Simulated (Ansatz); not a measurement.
Input file for Ansatz (a quantum-chemistry and plane-wave program): U-PBE/cc-pVTZ on CH3Br (SMILES CBr), a point of a bond scan (R = 1.762 Å).

Ansatz 0.2 input:
```yaml
crystal:
  periodic: [false, false, false]
  atoms:
    - {symbol: C, position_ang: [-1.53381561, -0.04091863, -0.02869190]}
    - {symbol: Br, position_ang: [0.22693294, 0.00605404, 0.00424506]}
    - {symbol: H, position_ang: [-1.83024719, -0.68040431, -0.85265241]}
    - {symbol: H, position_ang: [-1.88710585, 0.97406916, -0.17260283]}
    - {symbol: H, position_ang: [-1.86976166, -0.44271605, 0.92074143]}
basis:
  gaussian:
    orbitals: cc-pVTZ
hamiltonian:
  xc: {name: PBE}
magnetization: {spin_polarized: true, initial_magnetization: 0}
```

**Question.** Predict the final total energy.

**Answer.** -2613.6639 hartree.
